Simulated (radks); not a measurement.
Values are calculated unless marked as measured or tabulated.
Spherical quantum dot in the effective-mass picture: electrons in a well V = -V0 / (1 + exp((r - R)/a)) with V0 = 25.3, R = 2.55, a = 0.17, with a point charge +1 (a donor) at the centre, all in effective atomic units (hartree* = m*/eps^2 hartree, bohr* = eps/m* bohr), one dielectric constant everywhere. Level of theory: non-relativistic Kohn-Sham, LDA (Slater exchange, Perdew-Wang correlation), spin-polarised, spherical densities (a radial shooting solver with Libxc functionals). Levels are named by radial order and angular momentum (1s, 1p, 1d, 2s, ...), and open shells are averaged over m. Results are scaled to m* = 0.091 and eps = 10, for which hartree* = 24.76 meV and bohr* = 5.815 nm.

N = 23, configuration 1s2 1p6 1d10 2s2 1f(up 3, down 0). This is the lowest configuration that the search found. Occupied and some empty levels:

| level | occupation | eigenvalue (meV) | <r> (nm) |
|---|---|---|---|
| 1s up | 1 | -314.71 | 8.768 |
| 1s down | 1 | -313.56 | 8.717 |
| 1p up | 3 | -300.99 | 9.661 |
| 1p down | 3 | -299.65 | 9.643 |
| 1d up | 5 | -280.76 | 10.20 |
| 1d down | 5 | -279.32 | 10.19 |
| 2s up | 1 | -259.91 | 6.523 |
| 2s down | 1 | -259.35 | 6.546 |
| 1f up | 3 | -254.51 | 10.62 |
| 1f down | 0 | -253.03 | 10.62 |
| 1g up | 0 | -222.86 | 10.98 |
| 1g down | 0 | -221.37 | 10.98 |
| 2p up | 0 | -218.67 | 8.012 |
| 2p down | 0 | -217.93 | 8.011 |
| 2d up | 0 | -178.74 | 8.908 |
| 2d down | 0 | -177.86 | 8.903 |

Energy (meV): total -9948.54, kinetic 1166.7, external -14303, Hartree 3547.4, exchange-correlation -359.80.
